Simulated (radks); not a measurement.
The numbers below are computed, except where a source is named.
Question: All-electron atom: Sn18+ in [Ar] 3d10 4s2 4p2 (the NIST ground configuration). Level of theory: scalar-relativistic Kohn-Sham, PBE, spin-polarised, spherical densities, finite nucleus; open shells are filled with parallel spins first (spin-orbit coupling, left out, can overturn this in heavy ions); Fermi nuclear charge, rms radius 4.6519 fm (a radial shooting solver on a logarithmic mesh with Libxc functionals). Some entries of the table are withheld. Estimate them.

orbital  occ.  eigenvalue (eV)  <r^2> (bohr^2)  <1/r> (bohr^-1)
1s up       1        -29503.43        0.001143            53.08
1s down     1        -29502.61        0.001143            53.08
2s up       1        -4864.042         0.01853            12.13
2s down     1        -4863.581         0.01853            12.13
2p up       3        -4417.714         0.01462            11.66
2p down     3        -4416.961         0.01462            11.66
3s up       1        -1307.010          0.1291            4.346
3s down     1        -1306.083          0.1289            4.347
3p up       3        -1160.835          0.1289            4.145
3p down     3        -1159.785          0.1287            4.147
3d up       5        -938.0084          0.1124            3.925
3d down     5        -936.9788          0.1121            3.928
4s up       1        -539.7142          0.5942            1.939
4s down     1        -533.7385          0.5946            1.942
4p up       2        -488.6440          0.6396            1.837
4p down     0        -482.7045          0.6413            1.837
4d up       0        -411.7291          0.7017              (1)
4d down     0        -406.0699          0.7052              (2)
5s up       0              (3)             (4)            1.095
5s down     0              (5)             (6)            1.093

Answer: 
(1) 4d up <1/r> (bohr^-1): 1.688
(2) 4d down <1/r> (bohr^-1): 1.686
(3) 5s up eigenvalue (eV): -293.1429
(4) 5s up <r^2> (bohr^2): 1.855
(5) 5s down eigenvalue (eV): -290.4671
(6) 5s down <r^2> (bohr^2): 1.867
